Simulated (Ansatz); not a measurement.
## Active spaces for MnH₂, sextet

Program: Ansatz, Gaussian basis, development build. Basis def2-SVP, nonrelativistic, 5 orbitals frozen in the corrections. State-specific CASSCF; RHF is the lowest restricted (open-shell) Hartree–Fock solution met. A minimal or small basis: far from the basis limit. No symmetry is imposed, so a solution can break that of the shape. The lowest solution met needn't be the lowest there is, nor hold the orbitals that a chemist would pick.

Geometry. A bond is stretched, to 2.00 times the sum of the covalent radii.

```xyz
3

H     0.0000    0.0000    3.4000
Mn    0.0000    0.0000    0.0000
H     0.0000    0.0000   -1.7000
```

(1) What do CASSCF and its corrections give against RHF in CAS(9,8), and what are the occupations?

Answers

(1) CASSCF -1.568 eV, SC-NEVPT2 -7.339 eV; occupations 2.00, 1.52, 1.00, 1.00, 1.00, 1.00, 1.00, 0.47.
